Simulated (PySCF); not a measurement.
SMILES C[C](C)N (C₃H₈N), doublet (PBE0/def2-SVP optimised geometry):

```
12

C     -1.113     0.074     0.739
C      0.169    -0.066     0.000
C      1.027     1.107    -0.309
N      0.776    -1.324     0.000
H     -1.643     0.994     0.449
H     -0.978     0.115     1.845
H     -1.791    -0.774     0.537
H      0.420     1.990    -0.563
H      1.691     0.906    -1.168
H      1.687     1.403     0.539
H      1.791    -1.324     0.000
H      0.412    -1.990     0.674
```

Level of theory: unrestricted PBE0/def2-TZVP in PySCF.

Problem. What are the frontier orbital energies (α orbitals alone; a β orbital can be the lowest empty one) and the dipole moment?

Solution. HOMO-2 -9.87 eV, HOMO-1 -8.66 eV, HOMO -3.80 eV, LUMO 0.98 eV, LUMO+1 2.21 eV; dipole moment 1.24 D.

On the same geometry unrestricted PBE/def2-TZVP in PySCF gives HOMO-2 -8.43 eV, HOMO-1 -7.09 eV, HOMO -2.54 eV, LUMO 0.16 eV, LUMO+1 1.35 eV; dipole moment 1.20 D.

Meta-Löwdin charges at PBE0/def2-TZVP: C1 -0.35, C2 0.04, C3 -0.35, N4 -0.45, H5 0.12, H6 0.09, H7 0.11, H8 0.12, H9 0.11, H10 0.09, H11 0.23, H12 0.23.
